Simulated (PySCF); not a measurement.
A GIAO shielding run with PySCF 2.14.0 with density-fitted response routines (density fitting, non-relativistic, gas phase) on `C/C=C\C[SiH2]SC[SiH3]`, C5H14SSi2:

```
$ OMP_NUM_THREADS=1 python probes_run.py task.json out

{"job": {"kind": "nmr", "xc": "PBE0", "basis": "pcSseg-1"}, "charge": 0, "multiplicity": 1}
C     -3.484103    -0.359391     0.957184
C     -3.296539     0.561063    -0.209284
C     -2.322388     0.451485    -1.101209
C     -1.250930    -0.580269    -1.078473
Si     0.271085     0.103486    -0.175019
S      1.818576    -1.356956    -0.399128
C      3.126465    -0.665682     0.678033
Si     4.166816     0.667686    -0.195319
H     -4.290268    -0.012664     1.597707
H     -3.727538    -1.366754     0.617290
H     -2.571881    -0.422717     1.549003
H     -4.024172     1.353387    -0.315845
H     -2.254814     1.171720    -1.904901
H     -0.972169    -0.848448    -2.097874
H     -1.600119    -1.487133    -0.586158
H      0.044787     0.281099     1.260772
H      0.711009     1.373473    -0.752295
H      3.741390    -1.522295     0.947024
H      2.647452    -0.301230     1.584034
H      3.337237     1.855622    -0.400298
H      5.284879     0.987281     0.693907
H      4.634814     0.136624    -1.471568
```

Hardware: 1 thread of an Intel Xeon, shared host. The job also computes population analyses, field gradients.

Question: How large is the calculation?

Answer: 88 electrons, 227 basis functions and 1246 auxiliary functions.

Question: How long does it take, and how much memory does it need?

Answer: 2.7 min of wall time, with 14 SCF cycles and 5 response iterations; peak memory 1.1 GiB. Times on a shared host scatter by some tens of per cent.
